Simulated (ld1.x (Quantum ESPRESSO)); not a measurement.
**nitrogen: variants of one TM potential**

Base potential:

nitrogen, norm-conserving Troullier–Martins (Kleinman–Bylander form), made with ld1.x (Quantum ESPRESSO) 7.5 (PBE, fully relativistic). Core [He], reference 2s2 2p2 (charge +1). Waves: 2s (bound): rc 0.80 bohr; 2p (bound): rc 2.40 bohr; 3d channel at 0.1 Ry: rc 2.30 bohr. Local part: all-electron potential smoothed inside 1.20 bohr (lloc = -1). Core correction: Bessel-smoothed model core, default radius (core density twice the valence density).

Open shells are filled in proportion to 2j + 1 (rel_dist='average').

All-electron outer shells of the reference configuration (PBE, scalar-relativistic, ld1.x):

```
shell  level (eV)  outermost node (bohr)  outermost maximum (bohr)
   2s      -32.46                   0.32                      0.99
   2p      -20.69                      –                      0.92
```

Cutoffs, loose and tight: the cutoffs (Ry, on a coarse ladder) from which the occupation-weighted sum of valence levels, in a spherical-Bessel basis at the reference potential, stays within 10 and 1 mRy of its value at 400 Ry. They do not see the model core or the augmentation charge, which bear on the density cutoff. Test errors are all-electron minus pseudo excitation energies from the reference, over the configurations 2s2 2p3; 2s2 2p1; 2s2 2p0; 2s1 2p4; 2s0 2p5; 2s2 2p2.5; 2s2 2p3.3. A dash means not determined; rows that change the core or the reference have their own tests.

The default core radius of the base comes out at 0.42 bohr.

```csv
change,outcome,"cutoff, loose","cutoff, tight",bound ghosts,largest test error (meV)
base,generated,55 Ry,140 Ry,none,+1976
wave 3d channel at 0.1 Ry: rc 2.30 bohr becomes 3d channel at 0.48 Ry: rc 2.30 bohr,generated,55 Ry,140 Ry,none,+1976
type RRKJ; local potential all-electron potential smoothed inside 1.00 bohr (lloc = -1),generated,60 Ry,90 Ry,none,+2770
reference 2s1.75 2p3.25,generated,50 Ry,140 Ry,none,+3253
wave 3d channel at 0.1 Ry: rc 2.30 bohr becomes 3d channel at 0.1 Ry: rc 3.12 bohr,generated,55 Ry,140 Ry,none,+1976
wave 2p (bound): rc 2.40 bohr becomes 2p (bound): rc 1.44 bohr,generated,60 Ry,140 Ry,none,+335
scalar-relativistic,generated,55 Ry,140 Ry,none,+1974
core correction Bessel-smoothed model core inside 0.96 bohr,generated,55 Ry,140 Ry,none,+1965
local potential all-electron potential smoothed inside 2.18 bohr (lloc = -1),generated,55 Ry,140 Ry,none,+2062
local potential the s channel,generated,55 Ry,140 Ry,none,+1975
```

(1) What comes out with this change to the base: wave 2s (bound): rc 0.80 bohr becomes 2s (bound): rc 0.56 bohr?

Results:

(1) outcome: generated; cutoff, loose: 260 Ry; cutoff, tight: over 300 Ry; bound ghosts: none; largest test error (meV): +1977.
